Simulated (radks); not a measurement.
All-electron atom: Pd10+ in [Ar] 3d8 4s2 4p6 4d2 (not the ground configuration).

Method: Dirac Kohn-Sham, XLYP, spin-unpolarised, spherical densities, point nucleus; open shells are shared between the two j in proportion to 2j + 1; computed with a radial shooting solver on a logarithmic mesh with Libxc functionals.

Energy parts (eV):
total: -135834.322
kinetic: 141998.180
electron-nucleus: -320669.648
Hartree: 46527.050
exchange-correlation: -3689.904

Orbitals (lengths in bohr, moments of r in powers of bohr):
\begin{tabular}{lrrrr}
orbital & occ. & eigenvalue (eV) & <1/r> & small-component weight \\ \hline
1s1/2 & 2 & -24429.42 & 48.24 & 2.83e-02 \\
2s1/2 & 2 & -3800.870 & 11.10 & 5.92e-03 \\
2p1/2 & 2 & -3545.929 & 11.07 & 5.93e-03 \\
2p3/2 & 4 & -3386.367 & 10.43 & 5.70e-03 \\
3s1/2 & 2 & -881.2440 & 3.940 & 1.72e-03 \\
3p1/2 & 2 & -781.6735 & 3.852 & 1.66e-03 \\
3p3/2 & 4 & -752.4652 & 3.697 & 1.60e-03 \\
3d3/2 & 3.2 & -579.0447 & 3.546 & 1.50e-03 \\
3d5/2 & 4.8 & -573.0661 & 3.506 & 1.48e-03 \\
4s1/2 & 2 & -279.7223 & 1.636 & 5.20e-04 \\
4p1/2 & 2 & -245.1513 & 1.552 & 4.80e-04 \\
4p3/2 & 4 & -238.9267 & 1.507 & 4.65e-04 \\
4d3/2 & 0.8 & -182.5042 & 1.341 & 3.83e-04 \\
4d5/2 & 1.2 & -181.4198 & 1.331 & 3.79e-04 \\
5s1/2 & 0 & -129.4608 & 0.8027 & 1.92e-04 \\
4f5/2 & 0 & -120.4630 & 1.044 & 2.37e-04 \\
4f7/2 & 0 & -120.3399 & 1.042 & 2.36e-04 \\
5p1/2 & 0 & -116.8423 & 0.7587 & 1.77e-04 \\
5p3/2 & 0 & -114.9994 & 0.7440 & 1.74e-04 \\
5d3/2 & 0 & -94.4580 & 0.6727 & 1.51e-04 \\
5d5/2 & 0 & -94.1124 & 0.6698 & 1.50e-04 \\
\end{tabular}

The highest occupied level is 4d5/2 at -181.42 eV. The density falls to 0.001 e/bohr^3 at r = 2.21 bohr.
